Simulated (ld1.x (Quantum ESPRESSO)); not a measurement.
Transferability test, RRKJ potential for boron

```json
{
 "Element": "B (Z = 5)",
 "Generator": "ld1.x (Quantum ESPRESSO) 7.5",
 "Type": "norm-conserving RRKJ (Kleinman–Bylander form)",
 "Functional": "PW91",
 "Relativity": "scalar-relativistic",
 "Frozen core": "[He]",
 "Valence charge": "3",
 "Reference configuration": "2s2 2p0.75 (charge +0.25)",
 "Partial waves": "2p (bound): rc 2.85 bohr; 2s (bound): rc 1.35 bohr",
 "Local potential": "the s channel",
 "Core correction": "Bessel-smoothed model core inside 1.20 bohr"
}
```

Energies are relative to the spin-unpolarised reference configuration 2s2 2p0.75; without spin polarisation the order of configurations can differ from experiment. The frozen-core shift is the all-electron ΔE with the core orbitals held at their reference shape minus the fully relaxed ΔE.

```csv
valence configuration,charge,ΔE all-electron (eV),error AE − PS (meV),frozen-core shift (meV)
2s2 2p1,0,-1.175,+2.0,0.0
2s2 2p0,+1,7.093,+59,+0.3
2s1 2p0,+2,32.561,+220,+6.0
2s1 2p2,0,4.675,-4.6,+0.4
2s2 2p1.3,-0.3,-1.926,+5.9,0.0
```

(1) What are ΔE and the potential's error for 2s2 2p0.5?

(2) What are ΔE and the potential's error for 2s1 2p1?

Results:

(1) ΔE = 1.736 eV all-electron; the error (AE − PS) is +3.9 meV.

(2) ΔE = 13.232 eV all-electron; the error (AE − PS) is -52 meV.
